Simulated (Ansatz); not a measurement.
One change: `C=[CH][GaH2]` becomes `C=[CH][InH2]`.

Ansatz, PBE0-D4/def2-TZVP geometries, multiplicity 1. 

Elements past krypton have def2 core potentials. Scalar relativity is left out up to krypton.

| property | `C=[CH][GaH2]` |
| --- | --- |
| HOMO–LUMO gap (ωB97M-V/def2-TZVPP) / eV | 10.28 |
| zero-point energy (PBE0-D4/def2-TZVP) / kJ/mol | 144.1 |
| ideal-gas entropy at 298 K and 1 bar (rigid rotor, harmonic PBE0-D4/def2-TZVP) / J/(mol·K) | 297 |
| HOMO energy (PBE0/def2-TZVPP) / eV | -8.04 |
| HOMO energy (B3LYP/def2-TZVPP) / eV | -7.84 |
| HOMO–LUMO gap (PBE/def2-TZVPP) / eV | 4.19 |

Question: Give the same properties after the change, and the shifts. (An estimate is asked.)

Answer: The calculation gave: 
```
                                                                                  property  `C=[CH][InH2]`  shift
                                                   HOMO–LUMO gap (ωB97M-V/def2-TZVPP) / eV            9.54  -0.74
                                            zero-point energy (PBE0-D4/def2-TZVP) / kJ/mol           139.0   -5.1
ideal-gas entropy at 298 K and 1 bar (rigid rotor, harmonic PBE0-D4/def2-TZVP) / J/(mol·K)             310     13
                                                        HOMO energy (PBE0/def2-TZVPP) / eV           -7.59   0.45
                                                       HOMO energy (B3LYP/def2-TZVPP) / eV           -7.41   0.43
                                                       HOMO–LUMO gap (PBE/def2-TZVPP) / eV            3.87  -0.32
```

B3LYP here is the variant with VWN-RPA as its local correlation; programs differ in this.
